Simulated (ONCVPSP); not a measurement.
## hafnium: one change to an ONCV potential, before and after

| Item | Value |
| --- | --- |
| Element | hafnium |
| Generator | ONCVPSP 4.0.1 |
| Type | optimised norm-conserving Vanderbilt (ONCV) |
| Functional | PBE |
| Relativity | fully relativistic |
| Frozen core | [Kr] 4d10 |
| Valence charge | 26 |
| Reference configuration | 4f14 5s2 5p6 5d2 6s1.75 6p0.25 |
| Partial waves | 5s+6s: rc 2.15 bohr, ncon 5, nbas 9, qcut 5.1 1/bohr, 2 projectors; 5p+6p: rc 2.10 bohr, ncon 4, nbas 7, qcut 6.2 1/bohr, 2 projectors; 5d: rc 2.00 bohr, ncon 4, nbas 7, qcut 4.3 1/bohr, 3 projectors, debl 1.7 Ha; 4f: rc 0.85 bohr, ncon 4, nbas 9, qcut 18.4 1/bohr, 3 projectors, debl 3.8 Ha |
| Local potential | polynomial inside 0.70 bohr (lpopt 1, dvloc0 6 Ha) |
| Core correction | Teter function, fcfact 4, rcfact 1.35 |

Open shells are filled in proportion to 2j + 1.

All-electron outer shells of the reference configuration (PBE, scalar-relativistic, ld1.x):

| shell | level (eV) | outermost node (bohr) | outermost maximum (bohr) |
| --- | --- | --- | --- |
| 4p | -379.46 | 0.25 | 0.46 |
| 4d | -207.05 | 0.23 | 0.47 |
| 5s | -67.40 | 0.55 | 1.01 |
| 5p | -35.95 | 0.60 | 1.16 |
| 4f | -17.21 | – | 0.45 |
| 6s | -5.35 | 1.37 | 2.89 |
| 5d | -3.00 | 0.67 | 1.69 |
| 6p | -1.58 | 1.66 | 4.00 |

Change: d: rc 2.3.

Cutoffs: the cutoffs (Ha) at which the residual kinetic energy of the hardest occupied pseudo-wave falls to 1 and 0.1 mHa per electron; they do not see the model core or the augmentation charge, which bear on the density cutoff. Errors are all-electron minus pseudo energies relative to the spin-unpolarised reference configuration.

Question: How do hardness, ghosts and transferability respond?

Answer: The potential gets neither clearly harder nor softer (158 Ha and 260 Ha → 158 Ha and 260 Ha); the bound ghosts move from d, s to s; of the 4 tests that both files solve, the error grows in 1 and shrinks in 1 by more than 15 % and 0.3 meV (median size 2.2 → 1.7 meV).

```tsv
quantity	base	changed
cutoff, loose	158 Ha	158 Ha
cutoff, tight	260 Ha	260 Ha
loose cutoff by channel	s 9.5 Ha, p 12 Ha, d 18 Ha, f 158 Ha	s 9.5 Ha, p 12 Ha, d 13 Ha, f 158 Ha
bound ghosts	s, d3/2	s
GHOST(+) flags under 300 eV	p3/2 at 25.0 eV, p1/2 at 62.1 eV	d5/2 at 20.6 eV, p3/2 at 25.0 eV, p1/2 at 62.1 eV, d3/2 at 98.0 eV
error for 4f14 5s2 5p6 5d2 6s2 6p0, meV [ΔE -0.93 eV]	0.0	0.0
error for 4f14 5s2 5p6 5d2 6s1 6p0, meV [ΔE 7.05 eV]	-0.5	-0.3
error for 4f14 5s2 5p6 5d2 6s0 6p0, meV [ΔE 21.23 eV]	-3.8	-3.0
error for 4f13 5s2 5p6 5d3 6s2 6p0, meV [ΔE 16.46 eV]	-26	-57
s: phases at 2.18 bohr within 0.05 rad from the reference energy up to (Ha; the scan ends near 5)	4.5	4.5
p3/2: phases at 2.13 bohr within 0.05 rad from the reference energy up to (Ha; the scan ends near 5)	0.8	0.8
p1/2: phases at 2.13 bohr within 0.05 rad from the reference energy up to (Ha; the scan ends near 5)	2.1	2.1
f7/2: phases at 0.86 bohr within 0.05 rad from the reference energy up to (Ha; the scan ends near 5)	to the end of the scan	to the end of the scan
f5/2: phases at 0.86 bohr within 0.05 rad from the reference energy up to (Ha; the scan ends near 5)	to the end of the scan	to the end of the scan
rms error of d²Exc/dni dnj with the model core, mHa	3.29	3.29
```

 A true bound ghost makes a file unfit for plane-wave use even where its test errors are small: the radial tests pick states by their node count and pass the ghost by.
